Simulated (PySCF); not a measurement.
Relaxation of quartet PtH₃

All numbers come from PySCF, UPBE0, basis Pt def2-TZVP with ECP60, H def2-TZVP (scalar-relativistic core potentials, no spin–orbit coupling, density fitting). A (50,194) grid was used.

A hand-made trigonal pyramidal start, of C3v symmetry, held to at least that symmetry:

```xyz
4
charge 0 multiplicity 4, angstrom
Pt    0.0000    0.0000   -0.0111
H     1.3686    0.0000    0.7166
H    -0.6843    1.1852    0.7166
H    -0.6843   -1.1852    0.7166
```

(1) What does it relax to?

(2) How much energy is released, and in how many steps?

## Answers

(1) It ends at D3h with Pt–H 1.638 Å (×3); H–Pt–H 120.0° (×3). A frequency run shows a minimum.

(2) 123.8 kJ/mol in 7 steps.

Open d and f shells are described by one determinant, and the ground state may have another occupation or spin. At this level a doublet minimum of Cs symmetry lies 217 kJ/mol below this structure. With an element this heavy the missing spin–orbit coupling can shift these numbers.
